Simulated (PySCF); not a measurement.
Ga(F)(SiH3)2 (FGaH₆Si₂), SMILES [SiH3][Ga]([F])[SiH3].

The structure is a stationary point at PBE0-D3(BJ)/def2-SVP.

Calculation: PBE0-D3(BJ)/def2-SVP (PySCF).

Frequencies are harmonic and unscaled.

A small imaginary wavenumber (i) marks a very flat motion, where grid noise or a shallow saddle decides the sign.

Question: Estimate the vibrational spectrum. (The exact figures need the calculation; the answer reports its results.)

Answer: 
| mode | ν (cm⁻¹) | IR (km/mol) | Raman (Å⁴/amu) | depolarisation | moving atoms (share of kinetic energy) |
|---|---|---|---|---|---|
| 1 | 15i | 0.2 | 0.1 | 0.75 | H 92 % |
| 2 | 8 | 0.1 | 0.1 | 0.75 | H 96 % |
| 3 | 76 | 1.0 | 1.5 | 0.48 | Si 50 %, Ga 23 %, H 21 % |
| 4 | 115 | 11.4 | 0.0 | – | Ga 47 %, F 24 %, Si 16 %, H 14 % |
| 5 | 147 | 20.5 | 1.0 | 0.75 | F 69 %, Si 14 %, Ga 9 % |
| 6 | 289 | 0.0 | 55.6 | 0.21 | Si 82 %, H 9 % |
| 7 | 365 | 27.1 | 4.5 | 0.75 | Si 49 %, Ga 41 %, H 11 % |
| 8 | 404 | 0.0 | 7.2 | 0.54 | H 91 %, Si 9 % |
| 9 | 460 | 16.4 | 5.3 | 0.74 | H 84 %, Si 11 % |
| 10 | 466 | 11.3 | 2.2 | 0.75 | H 83 %, Si 12 % |
| 11 | 494 | 11.1 | 10.9 | 0.72 | H 85 %, Si 12 % |
| 12 | 675 | 77.2 | 3.6 | 0.39 | F 78 %, Ga 21 % |
| 13 | 832 | 517.3 | 2.9 | 0.75 | H 90 %, Si 10 % |
| 14 | 866 | 27.5 | 3.4 | 0.19 | H 91 %, Si 9 % |
| 15 | 925 | 13.0 | 33.7 | 0.75 | H 98 % |
| 16 | 927 | 48.5 | 25.4 | 0.75 | H 98 % |
| 17 | 932 | 14.7 | 28.1 | 0.75 | H 97 % |
| 18 | 934 | 66.6 | 16.0 | 0.75 | H 98 % |
| 19 | 2209 | 108.8 | 7.7 | 0.13 | H 98 % |
| 20 | 2212 | 12.3 | 476.3 | 0.06 | H 98 % |
| 21 | 2223 | 89.0 | 95.4 | 0.51 | H 96 % |
| 22 | 2224 | 68.9 | 175.9 | 0.48 | H 96 % |
| 23 | 2235 | 76.8 | 166.0 | 0.60 | H 96 % |
| 24 | 2237 | 78.4 | 200.8 | 0.46 | H 96 % |
